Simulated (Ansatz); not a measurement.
Reaction (isomerisation): `C=N[C](=C)[GeH3]` → `[GeH3][CH2]N1C=C1`

Program: Ansatz. Geometries: PBE0-D4/def2-TZVP. ΔE: electronic, gas phase. CCSD(T)/CBS adds triple-zeta CCSD(T) − MP2 to the extrapolated MP2 energy (def2 sets, frozen cores). Functionals use def2-TZVPP. For Ge outer-core shells are correlated without core-valence functions, which leaves a few kJ/mol of doubt a bond. Scalar relativity is left out up to krypton. Each species was taken in one conformer, which may not be the lowest.

`C=N[C](=C)[GeH3]`:

```xyz
12

C     0.519    1.711   -0.991
N     1.039    0.561   -0.922
C     0.435   -0.433   -0.140
C     1.025   -1.629   -0.107
Ge   -1.215   -0.153    0.896
H     1.001    2.471   -1.603
H    -0.400    2.003   -0.468
H     0.622   -2.450    0.473
H     1.936   -1.799   -0.674
H    -1.530   -1.478    1.604
H    -1.040    0.960    1.945
H    -2.393    0.235   -0.014
```

`[GeH3][CH2]N1C=C1`:

```xyz
12

Ge    0.510   -1.613    0.844
C    -0.524   -0.455   -0.363
N     0.331    0.627   -0.861
C     0.286    1.852   -0.024
C    -0.401    1.907   -1.094
H    -0.390   -2.731    1.403
H     1.697   -2.244    0.099
H     1.047   -0.780    2.023
H    -1.419   -0.084    0.160
H    -0.856   -1.057   -1.214
H     0.729    2.223    0.883
H    -1.011    2.355   -1.856
```

CCSD(T)/CBS gives +240.4 kJ/mol.

Problem. Another level gave +234.3 kJ/mol. Which?
A. r2SCAN/def2-TZVPP
B. HF/def2-TZVPP
C. PBE0/def2-TZVPP
D. B2PLYP/def2-TZVPP

Solution. C. PBE0 234.3, r2SCAN 243.6, HF/def2-TZVPP 270.1, B2PLYP 248.2 kJ/mol.

Largest T1 diagnostic among the species: 0.013.

In def2-TZVPP, CCSD(T) changes the Hartree–Fock value by −26.0 kJ/mol (the triples alone add −0.4 kJ/mol) and MP2 by −35.6 kJ/mol.
